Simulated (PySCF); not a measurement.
CAuClO, SMILES [O+]#[C-]->[Au][Cl], multiplicity 1.

The structure is a stationary point at B3LYP-D3(BJ)/def2-SVP. The spin state was assumed, not searched. The isomer is the one that the SMILES or the coordinates give; other isomers of the formula were not compared. The def2 effective core potentials stand for the cores of Au; spin–orbit coupling is left out.

Two levels are set side by side: PBE/def2-TZVPD (PySCF) and HF/def2-TZVPD (PySCF). Same geometry, gas phase. Differences are taken from unrounded values.

| quantity | HF | PBE | PBE minus HF |
|---|---|---|---|
| orbital gap (eV) | 11.92 | 3.69 | -8.23 |
| highest occupied level (eV) | -11.04 | -7.07 | 3.97 |
| lowest empty level (eV) | 0.87 | -3.38 | -4.25 |
| dipole moment (D) | 5.25 | 3.54 | -1.71 |
| mean polarisability (bohr³) | 54.7 | 66.2 | 11.5 |

PBE's occupied levels lie high since its potential decays too fast outside the molecule; exact exchange lowers them and widens the gap. Loosely held outer electrons make PBE densities more polarisable. Differences between two approximate levels are no errors against the true value.

Rough cost on one machine, each run with all the roots and properties that it gave: HF against PBE about 1/2.
